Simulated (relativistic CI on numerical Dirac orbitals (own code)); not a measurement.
## Level scheme of Hg18+

These numbers are calculated, not measured: Dirac-Coulomb-Breit CI, KLI orbitals optimised for each configuration, model QED (radiative potential, 1s self-energy scaled to tabulated hydrogen-like ionisation energies), unscaled Slater integrals (own radial code, finite nucleus).

CI space (outside the closed core [Kr] 4d10): 4f¹⁴5s², 4f¹⁴5s5p, 4f¹³5s²5p, 4f¹⁴5s5d, 4f¹⁴5s5f, 4f¹³5s²5d, 4f¹⁴5p5d, 4f¹⁴5s5g, 4f¹⁴5p², 4f¹³5p³, 4f¹³5p²5d, 4f¹⁴5d², 4f¹³5p5d², 4f¹³5d³, 4f¹⁴5f², 4f¹³5p5f², 4f¹³5d5f². Double excitations out of closed p, d and f shells are left out; levels of such configurations are missing from the list, as are those of other unlisted configurations, and high levels can miss mixing partners.

```csv
No.,Configuration,Term,J,E (eV),%,Next component (%),Landé g
1,4f¹⁴5s²,¹S,0,0.000,99,1 4f¹⁴5p² ¹S,
2,4f¹⁴5s5p,³P°,0,37.911,100,,
3,4f¹⁴5s5p,³P°,1,41.032,82,17 ¹P°,1.410
4,4f¹³5s²5p,³D,3,54.769,61,25 ³F,1.219
5,4f¹³5s²5p,³G,4,55.239,45,33 ¹G,1.074
6,4f¹³5s²5p,³G,3,58.975,77,16 ¹F,0.812
7,4f¹³5s²5p,³F,2,59.997,40,32 ¹D,0.909
8,4f¹⁴5s5p,³P°,2,63.815,100,,1.500
9,4f¹⁴5s5p,¹P°,1,72.502,82,18 ³P°,1.088
10,4f¹³5s²5p,³G,5,80.391,99,1 4f¹³5p³ ³G,1.198
11,4f¹³5s²5p,³D,2,80.817,52,48 ¹D,1.083
12,4f¹³5s²5p,¹F,3,81.774,44,35 ³D,1.128
13,4f¹³5s²5p,³F,4,82.727,71,26 ¹G,1.177
14,4f¹³5s²5p,³D,1,83.555,99,1 4f¹³5p³ ³D,0.494
15,4f¹³5s²5p,³G,4,85.093,53,40 ¹G,1.041
16,4f¹³5s²5p,³F,2,86.115,60,20 ³D,0.831
17,4f¹³5s²5p,³F,3,86.708,49,28 ¹F,0.996
18,4f¹⁴5p²,³P,0,88.300,74,26 ¹S,
19,4f¹⁴5p²,³P,1,110.917,100,,1.500
20,4f¹⁴5p²,¹D,2,111.475,62,33 ³P,1.164
21,4f¹⁴5p²,³P,2,134.428,51,22 4f¹⁴5s5d ¹D,1.276
22,4f¹⁴5s5d,³D,1,135.759,100,,0.498
23,4f¹⁴5s5d,³D,2,137.622,85,9 4f¹⁴5p² ³P,1.187
24,4f¹⁴5s5d,³D,3,140.328,100,,1.333
25,4f¹⁴5p²,¹S,0,142.556,73,26 ³P,
26,4f¹⁴5s5d,¹D,2,148.235,73,18 4f¹⁴5p² ¹D,1.036
27,4f¹³5s²5d,³P°,2,151.489,76,19 ³D°,1.407
28,4f¹³5s²5d,³H°,5,152.705,53,40 ¹H°,1.028
29,4f¹³5s²5d,³D°,3,153.710,44,41 ³F°,1.169
30,4f¹³5s²5d,³G°,4,154.212,41,27 ³F°,1.062
31,4f¹³5s²5d,³P°,1,156.028,73,26 ³D°,1.232
32,4f¹³5s²5d,³H°,4,156.674,81,9 ³F°,0.856
33,4f¹³5s²5d,³H°,6,156.892,99,1 4f¹³5p²5d ³H°,1.165
34,4f¹³5s²5d,³F°,2,157.270,39,32 ³D°,1.014
35,4f¹³5s²5d,¹D°,2,157.644,77,21 ³F°,0.928
36,4f¹³5s²5d,³G°,3,158.441,44,40 ³D°,1.033
37,4f¹³5s²5d,³F°,4,158.695,55,40 ¹G°,1.138
38,4f¹³5s²5d,³G°,5,158.963,78,20 ¹H°,1.156
39,4f¹³5s²5d,¹F°,3,158.993,64,26 ³G°,0.960
40,4f¹³5s²5d,³P°,0,159.466,99,1 4f¹³5p²5d ³P°,
41,4f¹³5s²5d,¹P°,1,160.246,47,38 ³D°,0.873
42,4f¹³5s²5d,³H°,5,161.552,45,39 ¹H°,1.042
43,4f¹³5s²5d,¹P°,1,161.731,52,35 ³D°,0.883
44,4f¹³5s²5d,³D°,2,162.069,48,38 ³F°,0.972
45,4f¹³5s²5d,³F°,3,162.879,44,25 ³G°,0.994
```

Energies count from the lowest computed level; ° marks odd parity.

The mean weight of the leading LS term, summed over parents, in these 45 levels is 69 %, and that of the leading jj configuration (from the same eigenvectors) 89 %, so jj coupling describes them better and the LS labels are nominal.

At this charge transitions that keep the count of f electrons are usually good to a few per cent. Levels that differ in their count of f electrons can be misplaced by several ten thousand cm⁻¹, since the correlation energy of f electrons is missing or only estimated; rates across such gaps can be off by orders of magnitude.

LS names give the leading component of a level, which can be under half, so a name can repeat, a term be missing and a line seem to break the LS rules.
